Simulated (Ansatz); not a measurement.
`[NH2][Hf]([NH2])([NH2])[Br]`, relaxed with RKS PBE0-D4/def2-TZVP in the Gaussian-basis code of Ansatz from a GFN2-xTB geometry. The force threshold is 0.005 eV/Å; the program also tests the step.

The species carries charge 0 and has multiplicity 1. Hf takes the def2 core potential.

Start:

```xyz
11

N     0.525   -1.810    0.440
Hf    0.103    0.172    0.287
N     1.301    0.932   -1.159
N    -1.905    0.396    0.320
Br    0.757    1.638    2.229
H     1.350   -2.167   -0.046
H    -0.213   -2.484    0.230
H     1.700    1.867   -1.078
H     1.384    0.673   -2.139
H    -2.362    0.896    1.083
H    -2.639   -0.113   -0.167
```

```csv
step,energy (eV),largest force (eV/Å),largest move (Å)
1,-75914.7025,1.116,0.000
2,-75914.8983,0.875,0.193
3,-75914.9539,1.141,0.195
4,-75915.0240,0.177,0.200
5,-75915.0510,0.316,0.125
6,-75915.0625,0.777,0.199
7,-75915.1275,0.134,0.200
8,-75915.1330,0.247,0.200
9,-75915.1396,0.014,0.085
10,-75915.1397,0.011,0.016
11,-75915.1398,0.002,0.003
```

End:

```xyz
11

N     0.540   -1.779    0.368
Hf    0.181    0.213    0.406
N     0.991    0.985   -1.281
N    -1.824    0.448    0.253
Br    1.116    1.315    2.506
H     1.432   -2.208    0.576
H    -0.145   -2.506    0.216
H     1.102    1.973   -1.467
H     1.414    0.461   -2.033
H    -2.482    0.295    1.006
H    -2.323    0.803   -0.550
```

Run time 43 s (4 threads of an Intel Xeon Platinum 8375C on a shared host); peak host memory 0.71 GiB.
